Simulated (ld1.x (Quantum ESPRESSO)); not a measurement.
Values are calculated unless marked as measured or tabulated.
**Hardness and transferability of assorted potentials**

Generated with ld1.x 7.5 (TM, RRKJ, ultrasoft, PAW), atompaw 4.2 or ONCVPSP 4.0.1. The cutoff is in Ry: for ld1.x and atompaw files where the sum of valence levels is converged to 10 mRy in a Bessel basis, for ONCV files where the hardest occupied wave has 1 mHa per electron of residual kinetic energy. The error is the largest all-electron minus pseudo excitation energy over each file’s own four to seven test configurations (ionisations up to +4, promotions, holes and added fractions of an electron), all of which were solved. The labels leave out finer settings (local radius, basis sizes, second energies), which also bear on the numbers. Spin-polarised tests are not counted. The rows are a selection from randomly drawn settings: files with unsolved tests, undetermined cutoffs or missed reference levels are left out.

A true bound ghost makes a file unfit for plane-wave use even where its test errors are small: the radial tests pick states by their node count and pass the ghost by.

```csv
element,potential,cutoff (Ry),largest error (meV),bound ghosts
B,"PAW, PW91, scalar-relativistic, rc 1.55/3.55 (sp), local smoothed, core correction yes, reference 2s2 2p1",6,+5.1,none
C,"TM, PBE, scalar-relativistic, rc 0.85/2.55/2.60 (spd), local smoothed, core correction yes, reference 2s1 2p0",45,+2040,none
O,"TM, PBE, scalar-relativistic, rc 0.55/1.85 (sp), local p, core correction yes, reference 2s2 2p1",260,+2370,none
Sc,"RRKJ, PBEsol, non-relativistic, rc 2.95/4.20/1.65 (spd), local s, core correction yes, reference 3d1 4s1.5 4p0.5",50,-424,none
Sc,"TM, Wu–Cohen, scalar-relativistic, rc 3.25/1.25/1.95 (spd), local smoothed, core correction yes, reference 3p6 3d1 4s1.5 4p0",60,+87,s
Pt,"RRKJ, LDA (PZ), scalar-relativistic, rc 2.38/1.60/1.75 (spd), local s, core correction no, reference 5p6 5d9 6s1 6p0",50,-492,none
```

Task: Fill in the row for Li: PAW, revPBE, scalar-relativistic, rc 1.10/4.25 (sp), local smoothed, core correction no, reference 1s2 2s0.75 2p0.

Result: cutoff 45 Ry, largest error -29 meV, bound ghosts: none.
